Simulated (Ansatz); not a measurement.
Species: C$_{6}$H$_{8}$B$_{2}$, SMILES `Bc1ccc(B)cc1` with one electron removed (charge 1, multiplicity 2), formula C₆H₈B₂.

**Question.** How many basis functions does frozen-core CCSD(T)/cc-pVDZ // B3LYP-D3(BJ)/def2-SVP (Ansatz, a first-principles code) use, how many core orbitals are frozen, and how many electrons are correlated?

**Answer.** 152 basis functions and 8 frozen orbitals, which leaves 37 correlated electrons. Core time is of the order of minutes.
